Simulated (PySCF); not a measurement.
## Basis-set dependence of BI at r²SCAN

PySCF, UKS reference; singlet, unpaired electrons none; De to B + I without counterpoise correction.

```
                     basis                           relativity  functions  Re (Å)  ωe (cm⁻¹)  De (eV)  μ (D)
        cc-pVDZ/cc-pVDZ-PP  scalar-relativistic core potentials         37   2.159        573     3.78   1.26
                x2c-SVPall                        spin-free X2C         50   2.140        584     3.82   1.63
aug-cc-pVDZ/aug-cc-pVDZ-PP  scalar-relativistic core potentials         55   2.156        568     3.78   1.34
                def2-TZVPP  scalar-relativistic core potentials         81   2.140        572     3.79   1.45
```

(1) How does each smaller set differ from the one with most functions, def2-TZVPP?

A positive dipole means B(−)I(+). These are scalar-relativistic numbers at best; spin–orbit coupling would shift them, the dissociation energy most.

Answers

(1) cc-pVDZ/cc-pVDZ-PP: +1.9 pm, +0.2 % in ωe, -0.01 eV in De; x2c-SVPall: +0.0 pm, +2.1 % in ωe, +0.03 eV in De; aug-cc-pVDZ/aug-cc-pVDZ-PP: +1.6 pm, -0.7 % in ωe, -0.01 eV in De. All at r²SCAN; the set with most functions is neither the basis-set limit nor always the best. The rows treat relativity differently, so the differences are not basis effects alone.
